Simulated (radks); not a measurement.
Coulomb parameter of the 4f shell of the terbium ion Tb3+ in the model configuration [Xe] 4f7 6s1, as a second difference U = [E(n + 0.5) + E(n - 0.5) - 2 E(n)] / (0.5)^2 with all orbitals relaxed. "Bare": the charge of the atom changes with n. "Screened": the 6s shell takes up the change at fixed total charge, which measures U(4f,4f) + U(6s,6s) - 2 U(4f,6s). All-electron calculation, scalar-relativistic Kohn-Sham, r2SCAN, spin-unpolarised, spherical densities, finite nucleus; meta-GGA in the generalised Kohn-Sham scheme; Fermi nuclear charge, rms radius 5.06 fm. Program: a radial shooting solver on a logarithmic mesh with Libxc functionals.

case              configuration  E - E(n) (eV)
start              [Xe] 4f7 6s1          0.000
bare +0.5        [Xe] 4f7.5 6s1        -19.826
bare -0.5        [Xe] 4f6.5 6s1         24.926
screened +0.5  [Xe] 4f7.5 6s0.5         -8.894
screened -0.5  [Xe] 4f6.5 6s1.5         10.977

U(bare) = 20.399 eV, U(screened by 6s) = 8.332 eV, against the Slater integral F0(4f,4f) = 32.135 eV with frozen orbitals.
